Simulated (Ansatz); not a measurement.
`[Cl][SnH]([Cl])[Br]` and `[Cl][GeH]([Cl])[Br]` differ in one element.

Ansatz, PBE0-D4/def2-TZVP geometries, multiplicity 1. 

Elements past krypton have def2 core potentials. Scalar relativity is left out up to krypton.

```csv
property,`[Cl][SnH]([Cl])[Br]`
LUMO energy (PBE0/def2-TZVPP) / eV,-2.39
LUMO energy (PBE/def2-TZVPP) / eV,-3.28
"ideal-gas entropy at 298 K and 1 bar (rigid rotor, harmonic PBE0-D4/def2-TZVP) / J/(mol·K)",366
LUMO energy (ωB97M-V/def2-TZVPP) / eV,-0.39
HOMO energy (B3LYP/def2-TZVPP) / eV,-8.69
size of the dipole moment (B3LYP/def2-TZVPP) / D,1.88
```

**Question.** What does the change do to each property? (Estimate.)

**Answer.** The calculation gave: 
```tsv
property	`[Cl][GeH]([Cl])[Br]`	shift
LUMO energy (PBE0/def2-TZVPP) / eV	-1.67	0.72
LUMO energy (PBE/def2-TZVPP) / eV	-2.61	0.67
ideal-gas entropy at 298 K and 1 bar (rigid rotor, harmonic PBE0-D4/def2-TZVP) / J/(mol·K)	350	-16
LUMO energy (ωB97M-V/def2-TZVPP) / eV	0.34	0.73
HOMO energy (B3LYP/def2-TZVPP) / eV	-8.65	0.04
size of the dipole moment (B3LYP/def2-TZVPP) / D	1.33	-0.55
```

Dipoles are sizes alone; their direction can turn.

B3LYP here is the variant with VWN-RPA as its local correlation; programs differ in this.

Spin–orbit coupling is left out; it splits and shifts lone-pair levels of the heavy atoms by tenths of an eV.
